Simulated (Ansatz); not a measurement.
Start from `C[B]1[CH2][AlH]1` and change one atom or group to get `C[B]1[AlH][CH]1F`.

Ansatz, PBE0-D4/def2-TZVP geometries, multiplicity 1. 

```tsv
property	`C[B]1[CH2][AlH]1`
HOMO energy (PBE0/def2-TZVPP) / eV	-6.48
size of the dipole moment (B3LYP/def2-TZVPP) / D	1.11
HOMO energy (ωB97M-V/def2-TZVPP) / eV	-8.47
zero-point energy (PBE0-D4/def2-TZVP) / kJ/mol	188.5
size of the dipole moment (ωB97M-V/def2-TZVPP) / D	1.23
HOMO–LUMO gap (B3LYP/def2-TZVPP) / eV	5.00
```

Question: What does the change do to each property? (An estimate is asked.)

Answer: The calculation gave: 
```
                                          property  `C[B]1[AlH][CH]1F`  shift
                HOMO energy (PBE0/def2-TZVPP) / eV               -6.68  -0.20
  size of the dipole moment (B3LYP/def2-TZVPP) / D                2.84   1.73
             HOMO energy (ωB97M-V/def2-TZVPP) / eV               -8.78  -0.31
    zero-point energy (PBE0-D4/def2-TZVP) / kJ/mol               170.7  -17.8
size of the dipole moment (ωB97M-V/def2-TZVPP) / D                2.99   1.76
             HOMO–LUMO gap (B3LYP/def2-TZVPP) / eV                4.90  -0.10
```

Dipoles are sizes alone; their direction can turn.

B3LYP here is the variant with VWN-RPA as its local correlation; programs differ in this.
